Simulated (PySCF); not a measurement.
Cartesian coordinates in Å; atom numbers follow the order of the lines, from 1:
```xyz
18

C     2.730    0.536   -0.089
C     1.527   -0.240    0.421
C     0.391   -0.315   -0.595
N    -0.777   -1.036   -0.141
Si   -2.153   -0.304    0.599
N    -2.777    0.895   -0.474
H     3.144    0.080   -1.003
H     2.458    1.576   -0.336
H     3.537    0.574    0.658
H     1.140    0.219    1.348
H     1.828   -1.267    0.695
H     0.070    0.707   -0.862
H     0.774   -0.759   -1.534
H    -0.622   -2.025    0.023
H    -1.918    0.465    1.868
H    -3.034   -1.473    0.932
H    -3.101    0.653   -1.403
H    -3.253    1.711   -0.108
```

Geometry: PBE0-D3(BJ)/def2-SVP; GIAO shifts from PySCF 2.14, gas phase, non-relativistic, averaged over equivalent atoms.

At HF/pcSseg-1 (169 basis functions, 16 s wall time on 1 thread of an Arm Neoverse N1, shared host):
```json
{"atoms": "C3", "δ (ppm)": "40.1"}
{"atoms": "C2", "δ (ppm)": "28.8"}
{"atoms": "C1", "δ (ppm)": "13.2"}
{"atoms": "N4", "δ (ppm)": "30.4"}
{"atoms": "N6", "δ (ppm)": "10.6"}
{"atoms": "Si5", "δ (ppm)": "-44.0"}
{"atoms": "H15/H16", "δ (ppm)": "4.22"}
{"atoms": "H12/H13", "δ (ppm)": "2.54"}
{"atoms": "H10/H11", "δ (ppm)": "1.21"}
{"atoms": "H7/H8/H9", "δ (ppm)": "0.91"}
{"atoms": "H17/H18", "δ (ppm)": "0.45"}
{"atoms": "H14", "δ (ppm)": "0.19"}
```

Referencing at the same level of theory: TMS for 13C (σref 190.85), 29Si (σref 393.43), 1H (σref 31.69); NH3 for 15N (σref 265.72).

Estimate the result of repeating the calculation with PBE0/pcSseg-1.

## Answers


| atoms | δ at PBE0/pcSseg-1 | change |
| --- | --- | --- |
| C3 | 45.1 | +5.0 |
| C2 | 31.0 | +2.2 |
| C1 | 12.9 | -0.3 |
| N4 | 47.4 | +17.0 |
| N6 | 18.4 | +7.8 |
| Si5 | -44.3 | -0.3 |
| H15/H16 | 4.85 | +0.63 |
| H12/H13 | 2.79 | +0.25 |
| H10/H11 | 1.29 | +0.08 |
| H7/H8/H9 | 0.88 | -0.03 |
| H17/H18 | 0.23 | -0.22 |
| H14 | 0.40 | +0.21 |

Shifts are taken against calculated references (same method and geometry level): TMS for 13C (σ = 184.41 ppm), 29Si (σ = 351.99 ppm), 1H (σ = 31.27 ppm); NH3 for 15N (σ = 265.67 ppm).

The largest change is at N4 (nitrogen bonded to C, Si, H). Cost: 169 basis functions, 45 s wall time on 1 thread of an Arm Neoverse N1, shared host. The order of the carbon signals is the same at both levels.

Experimental scales use liquid or dissolved standards, which lie at an offset from isolated NH3 (liquid NH3: subtract about 20 ppm).
